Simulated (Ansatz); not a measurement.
Computed with Ansatz on PBE0-D4/def2-TZVP structures; ΔE is electronic, products minus reactants. CCSD(T)/CBS adds triple-zeta CCSD(T) − MP2 to the extrapolated MP2 energy (def2 sets, frozen cores). This one scheme is used for every species. DFT in def2-TZVPP. B3LYP here is the variant with VWN-RPA as its local correlation; programs differ in this. def2 core potentials past Kr. For Te outer-core shells are correlated without core-valence functions, which leaves a few kJ/mol of doubt a bond. Each species was taken in one conformer, which may not be the lowest.

Consider the formal exchange of groups at a Te–C bond: `N[SiH2]C(F)[TeH]` + `C#CS` → `SC#C[TeH]` + `N[SiH2]CF`.

CCSD(T)/CBS gives -0.5 kcal/mol.

Question: Another level gave -1.5 kcal/mol. Which?
A. HF/def2-TZVPP
B. PBE-D4/def2-TZVPP
C. PBE/def2-TZVPP
D. B3LYP/def2-TZVPP

Answer: B. PBE-D4 -1.5, PBE -2.6, HF/def2-TZVPP -5.6, B3LYP -3.8 kcal/mol.

Largest T1 diagnostic among the species: 0.013.

In def2-TZVPP, CCSD(T) changes the Hartree–Fock value by +3.4 kcal/mol (the triples alone add +0.5 kcal/mol) and MP2 by +3.2 kcal/mol. The D4 term adds +1.9 kcal/mol with B3LYP and +1.0 kcal/mol with PBE0; it sums over pairs of atoms, weighted by their polarisabilities, and B3LYP, whose exchange is more repulsive, gets the larger term.
